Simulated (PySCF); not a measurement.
C₂H₅AlClFO, SMILES CC[O][Al]([F])[Cl]. Atoms are numbered in the order given.

```xyz
11

Al     0.4880    -0.0181     0.2880
F      1.5474    -0.9760    -0.5563
Cl     0.8141     0.2797     2.3218
O     -0.8265     0.7113    -0.4585
C     -1.4655     0.6707    -1.7141
C     -1.6922    -0.7534    -2.2007
H     -2.4313     1.1971    -1.6193
H     -0.8682     1.2318    -2.4572
H     -2.3071    -1.3143    -1.4780
H     -2.2132    -0.7610    -3.1714
H     -0.7326    -1.2823    -2.3251
```

Geometry: B3LYP-D3(BJ)/def2-SVP. The values are those of a single conformer.

Level of theory: C-PCM-ωB97X/def2-SVP run with PySCF 2.14.0.

The values are the electrostatic part of the solvation free energy, E(continuum) − E(gas) at the gas-phase geometry, in a cavity of scaled van der Waals radii (PySCF's table); cavitation and dispersion terms are not included. A continuum can't describe solvent molecules that bind to the metal. In vacuum the orbital gap is 12.28 eV. The dipole moment in vacuum is 2.15 D.

Computed values in water (ε = 78.36), cyclohexanone (ε = 15.62), acetone (ε = 20.49):
```json
[
 {"solvent": "water", "ε": "78.36", "ΔG(elec) (kcal/mol)": "-7.1", "dipole (D)": "2.47", "gap (eV)": "12.39"},
 {"solvent": "cyclohexanone", "ε": "15.62", "ΔG(elec) (kcal/mol)": "-6.7", "dipole (D)": "2.45", "gap (eV)": "12.38"},
 {"solvent": "acetone", "ε": "20.49", "ΔG(elec) (kcal/mol)": "-6.9", "dipole (D)": "2.46", "gap (eV)": "12.39"}
]
```
